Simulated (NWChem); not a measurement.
Species: AlHOF$_{2}$; SMILES [Al]([F])([OH])[F]

```xyz
5

Al     0.0243    -0.0348     0.0000
F     -0.8271     1.3974     0.0000
F      1.6855     0.0272     0.0000
O     -0.7329    -1.5556     0.0000
H     -1.6985    -1.6460     0.0000
```
Atoms are numbered in this order, from 1.

All runs: NWChem. Pople sets run with spherical d functions. STO-3G and 3-21G are far too small for this property and stand as cheap habits. Geometry: optimised at PBE-D3(BJ)/def2-SVP. Field at 589 nm.

### Question
Order these runs by computing time, cheapest first, and give rough ratios: B3LYP/def2-SVP; B3LYP/def2-SVPD; B3LYP/STO-3G.

### Answer
B3LYP/STO-3G (1), B3LYP/def2-SVP (6), B3LYP/def2-SVPD (20). Ratios are rough, from one shared machine; the cheapest took very roughly 6 core-seconds. What differs between the cheapest and the dearest: isotropic polarisability (bohr³) 12.5 → 26.9; anisotropy (bohr³) 11.7 → 4.3.
